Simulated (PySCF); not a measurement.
Unknown compound

An unknown has the formula C$_{5}$H$_{6}$O$_{5}$. Its calculated NMR data are:

1H NMR (300 MHz, computed): δ 8.20 (s, 1H), 4.67 (s, 2H), 2.20 (s, 3H).

13C{1H} NMR (computed): δ 169.6 (C), 168.0 (C), 166.1 (CH), 64.8 (CH2), 23.9 (CH3).

- GFN2-xTB structure
- shielding tensors at PBE0/pcSseg-1 (GIAO)
- code: PySCF
- non-relativistic, one computed conformer, no solvent, rapidly exchanging positions averaged

References, each an isolated molecule treated in the same way: 1H (σref 31.72), 13C (σref 186.93) against TMS.

**Question.** What is the structure?

**Answer.** 
1. The formula gives 3 degrees of unsaturation (no ring in the answer).
2. 5 carbon signals for 5 carbons: no two carbons are equivalent.
3. Carbon types of the structure: 2 × C, 1 × CH, 1 × CH2, 1 × CH3, which accounts for all hydrogens.
4. δC 169.6, 168.0: anhydride carbonyl carbon; lone-pair donation from the attached heteroatom keeps it upfield of a ketone carbonyl.
5. δC 166.1: ester carbonyl carbon; lone-pair donation from the attached heteroatom keeps it upfield of a ketone carbonyl.
6. δC 64.8: sp3 CH2 bonded to O, α to a carbonyl; deshielded by the electronegative neighbour.
7. δC 23.9: methyl carbon α to a carbonyl; the adjacent C=O deshields it moderately.
8. δH 8.20: hydrogen on an ester carbonyl carbon.
9. δH 4.67: hydrogen on an sp3 CH2 bonded to O, α to a carbonyl; its carbon carries O, hence the downfield position.
10. δH 2.20: hydrogen on a methyl carbon α to a carbonyl; α to C=O.

These data were computed for `CC(=O)OC(=O)COC=O`.

This is the structure that produced the data.

Shifts are as computed. Against solution values, carbons near 30 ppm lie about +3 ppm off and those near 130 ppm about +5 ppm (rms about the fit 2.1 ppm; single classes can miss by 10 ppm). Of 1328 compounds with measured shifts, 309 miss one by over three times the rms of a fit or turn the order of signals round; such compounds aren't used in these exercises. Signals without a measured value on file couldn't be tested in this way; 1H shifts scatter by 0.2 ppm about their fit, and single ones miss by 0.5 ppm. Multiplicities follow the n + 1 count of equivalent neighbours, as no J values were calculated; m marks all less simple cases, F and P coupling included.
